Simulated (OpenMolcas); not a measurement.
Rh3+ (d6) among equal point charges was computed by CASSCF with the d shell active (OpenMolcas, ANO-RCC-VDZP on the metal). Its lowest spin-free states, and all those of the highest spin:

```tsv
2S+1	Degeneracy	E (cm-1)
5	3	0.0
1	1	1953
3	3	6431
3	3	11291
1	3	14718
5	2	17274
3	3	19886
3	3	21413
3	2	22803
3	3	23902
1	3	24242
3	3	28248
```

Q: Is the site octahedral, tetrahedral or cube-like, axial, or of lower symmetry?

A: The states with 2S+1 = 5 have orbital degeneracies 3, 2. Threefold states need a cubic site. For d6 at this spin an octahedron puts the threefold T2 below the twofold E and a tetrahedron or cube puts the twofold E below the threefold T2, so the site is octahedral. The first gap at this spin, 17300 cm-1, is |10Dq| in ligand-field theory. The run had Rh3+ among 6 point charges of -1.5 e arranged as an octahedron (Oh), 1.65 Å from the ion.

An orbital triplet at a regular site is open to Jahn-Teller coupling, which can distort the site and quench the lowest spin-orbit gaps and is left out. Without dynamic correlation the repulsion within the d shell is too large (B by tens of per cent), so at a given field states of lower spin stand too high. This shell can be high or low spin here, a state of another spin lies low, and with metal d orbitals alone active their balance is uncertain, so the ground spin may be wrong. Point charges give a weaker field than real ligands, and real ions of this kind are as a rule low spin; the high spin found here belongs to the model. This is an electrostatic model: the charges have no orbitals. No measured value stands beside these numbers.
